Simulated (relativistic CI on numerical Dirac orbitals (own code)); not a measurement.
Radial parameters of Sr XXXVII

These numbers are calculated, not measured: Dirac-Coulomb-Breit CI, separate exchange-only KLI orbitals for each configuration, a model potential for QED, unscaled Slater integrals (own radial code, finite nucleus).

Slater integrals F^k, G^k are unscaled and averaged over j, outside the closed core (none); ζ comes from projecting the Hamiltonian with its Breit term on Σ l·s of the shell.

- 1s 2s: G^0(1s,2s) = 190800 cm⁻¹; <r>(1s) = 0.03853, <r^2>(1s) = 0.001994, <r>(2s) = 0.1561, <r^2>(2s) = 0.02854 (bohr units).
- 1s 2p: G^1(1s,2p) = 403790, ζ(2p) = 484840 cm⁻¹; <r>(1s) = 0.03853, <r^2>(1s) = 0.001994, <r>(2p) = 0.1324, <r^2>(2p) = 0.02111 (bohr units).
- 1s 3s: G^0(1s,3s) = 50037 cm⁻¹; <r>(1s) = 0.03849, <r^2>(1s) = 0.001989, <r>(3s) = 0.3547, <r^2>(3s) = 0.1432 (bohr units).

Averages of the first 10 configurations, taken without configuration mixing, which lowers the lowest level and can move excited configurations by several eV; other configurations of the list can lie among them:

```csv
Configuration,Parity,States,Average energy above the lowest level (eV)
1s2,even,1,0.0
1s 2s,even,4,14523.3
1s 2p,odd,12,14621.8
1s 3s,even,4,17219.9
1s 3p,odd,12,17248.4
1s 3d,even,20,17266.3
1s 4s,even,4,18155.4
1s 4p,odd,12,18167.3
1s 4d,even,20,18174.9
1s 4f,odd,28,18177.4
```
